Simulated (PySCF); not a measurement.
ClFH₄Si₂, SMILES F[SiH2][SiH2]Cl. Atoms are numbered in the order given.

```xyz
8

Si    -1.3777    -0.5208     0.6087
F     -2.1467    -0.2429    -0.8050
Si     0.9307    -0.6139     0.1886
Cl     1.5421     1.2861    -0.4221
H     -1.6921     0.5918     1.5463
H     -1.8775    -1.8104     1.1658
H      1.2623    -1.5927    -0.8829
H      1.6693    -0.9807     1.4306
```
Charge 0, spin multiplicity 1.

Geometry optimised at B3LYP-D3(BJ)/def2-SVP. This is a generated structure with no PubChem entry under its InChIKey; it may be hypothetical. Other conformers were not sampled.

Calculation: B3LYP-D3(BJ)/def2-SVP run with PySCF.

Frequencies are harmonic and unscaled.

Problem. Give all harmonic wavenumbers and intensities. (The exact figures need the calculation; the answer reports its results.)

Solution. 
| mode | ν (cm⁻¹) | IR (km/mol) | Raman (Å⁴/amu) | depolarisation | moving atoms (share of kinetic energy) |
|---|---|---|---|---|---|
| 1 | 52 | 1.5 | 0.1 | 0.74 | F 45 %, Cl 24 %, Si 19 %, H 12 % |
| 2 | 100 | 0.6 | 1.2 | 0.69 | Si 32 %, Cl 30 %, F 20 %, H 18 % |
| 3 | 177 | 11.0 | 1.4 | 0.75 | Si 41 %, F 32 %, H 21 % |
| 4 | 406 | 13.2 | 20.2 | 0.20 | Si 73 %, H 19 % |
| 5 | 435 | 41.8 | 6.3 | 0.68 | H 73 %, Si 19 % |
| 6 | 542 | 47.9 | 8.1 | 0.73 | Si 46 %, H 28 %, Cl 26 % |
| 7 | 547 | 5.6 | 6.3 | 0.53 | H 47 %, Si 37 %, Cl 15 % |
| 8 | 694 | 6.8 | 18.6 | 0.75 | H 96 % |
| 9 | 740 | 15.3 | 21.0 | 0.75 | H 91 % |
| 10 | 825 | 347.2 | 7.6 | 0.60 | H 88 %, Si 11 % |
| 11 | 853 | 26.6 | 8.1 | 0.72 | F 45 %, H 39 %, Si 15 % |
| 12 | 908 | 231.1 | 14.5 | 0.71 | H 71 %, Si 20 %, F 9 % |
| 13 | 942 | 53.8 | 19.4 | 0.67 | H 78 %, Si 16 % |
| 14 | 956 | 81.6 | 8.2 | 0.75 | H 92 % |
| 15 | 2213 | 75.2 | 105.1 | 0.68 | H 97 % |
| 16 | 2224 | 128.5 | 262.9 | 0.05 | H 97 % |
| 17 | 2232 | 26.4 | 254.9 | 0.31 | H 96 % |
| 18 | 2239 | 156.8 | 46.1 | 0.48 | H 96 % |
